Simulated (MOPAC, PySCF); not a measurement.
H$_{4}$O$_{3}$Sn, SMILES `[OH][SnH]([OH])[OH]`, neutral singlet in the gas phase. 

Cartesian coordinates (Å):
```xyz
8

O     -1.6235    -0.8799    -0.0669
Sn     0.0363    -0.0125     0.5883
O      1.5597    -0.9552    -0.2643
O      0.0375     1.8433    -0.1136
H     -1.3970    -1.5229    -0.7621
H      0.1404    -0.0478     2.2916
H      1.9545    -0.3791    -0.9428
H     -0.7080     1.9540    -0.7302
```
Charge 0, multiplicity 1.

All levels are single points at this geometry (PBE-D3(BJ)/def2-TZVP); Pople sets use spherical d functions. Orbital energies aren't observables, and empty levels follow the basis.

| level | HOMO (eV) | LUMO (eV) | gap (eV) | dipole (D) | vertical IE, Delta-SCF (eV) |
|---|---|---|---|---|---|
| PBE-D3(BJ)/def2-TZVP in PySCF | -7.07 | -2.15 | 4.92 | 0.77 | – |
| B3LYP/6-311+G** (LANL2DZ on Sn) in PySCF | -8.68 | -1.50 | 7.18 | 0.60 | – |
| M06-2X/6-31G* (LANL2DZ on Sn) in PySCF | -10.14 | 0.26 | 10.39 | 1.01 | – |
| SVWN5/6-31G* (LANL2DZ on Sn) in PySCF | -6.79 | -1.72 | 5.07 | 1.11 | – |
| PM6 in MOPAC | -11.42 | -0.44 | 10.98 | 0.06 | – |
| PM7 in MOPAC | -11.12 | 1.17 | 12.29 | 0.19 | – |
